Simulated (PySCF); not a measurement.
## Molecular orbitals of CdSb⁺

PBE at R = 2.796 Å; PySCF, scalar-relativistic core potentials, basis sets Cd def2-SVP with ECP28, Sb def2-SVP with ECP28. State: ³Σ⁻ (triplet), unpaired electrons π ↑↑. Only the outer orbitals are listed, counted within each symmetry, core potentials removing the inner ones.

```json
{"spin": "α", "orbital": "8σ", "occ.": "1", "ε (eV)": "-12.64", "on Cd (%)": "58", "main shells (%)": "57 Cd s, 38 Sb p"}
{"spin": "α", "orbital": "5π", "occ.": "1", "ε (eV)": "-10.71", "on Cd (%)": "4", "main shells (%)": "96 Sb p"}
{"spin": "α", "orbital": "5π", "occ.": "1", "ε (eV)": "-10.71", "on Cd (%)": "4", "main shells (%)": "96 Sb p"}
{"spin": "α", "orbital": "9σ", "occ.": "0", "ε (eV)": "-9.56", "on Cd (%)": "55", "main shells (%)": "46 Sb p, 39 Cd s, 15 Cd p"}
{"spin": "α", "orbital": "6π", "occ.": "0", "ε (eV)": "-6.06", "on Cd (%)": "94", "main shells (%)": "94 Cd p"}
{"spin": "α", "orbital": "6π", "occ.": "0", "ε (eV)": "-6.06", "on Cd (%)": "94", "main shells (%)": "94 Cd p"}
{"spin": "β", "orbital": "7σ", "occ.": "1", "ε (eV)": "-17.54", "on Cd (%)": "25", "main shells (%)": "75 Sb s, 20 Cd d"}
{"spin": "β", "orbital": "8σ", "occ.": "1", "ε (eV)": "-12.33", "on Cd (%)": "69", "main shells (%)": "68 Cd s, 26 Sb p"}
{"spin": "β", "orbital": "9σ", "occ.": "0", "ε (eV)": "-9.18", "on Cd (%)": "47", "main shells (%)": "53 Sb p, 26 Cd s, 21 Cd p"}
{"spin": "β", "orbital": "5π", "occ.": "0", "ε (eV)": "-9.07", "on Cd (%)": "10", "main shells (%)": "90 Sb p, 9 Cd p"}
{"spin": "β", "orbital": "5π", "occ.": "0", "ε (eV)": "-9.07", "on Cd (%)": "10", "main shells (%)": "90 Sb p, 9 Cd p"}
```

**Question.** Which are the highest filled and the lowest empty level, where do they sit, and how wide is the gap?

**Answer.** Highest filled α 5π at -10.71 eV (in %: 96 Sb p); lowest empty α 9σ at -9.56 eV (in %: 46 Sb p, 39 Cd s, 15 Cd p); the gap at PBE is 1.15 eV.

```
bond order (Mayer)                                                                                                 : 1.08
⟨S²⟩                                                                                                               : 2.017
charge on Cd (Mulliken, basis-dependent)                                                                           : 0.58
charge on Cd (Löwdin, basis-dependent)                                                                             : 0.51
dipole moment (positive dipole points towards Sb; it is taken about the centre of mass and depends on that origin) : -1.93 D
polarisability along the bond                                                                                      : 106.6 bohr³
polarisability across the bond                                                                                     : 42.6 bohr³
```

Spin–orbit coupling is left out. The state is the lowest determinant that a PBE0 search found; another state may lie lower at other levels.
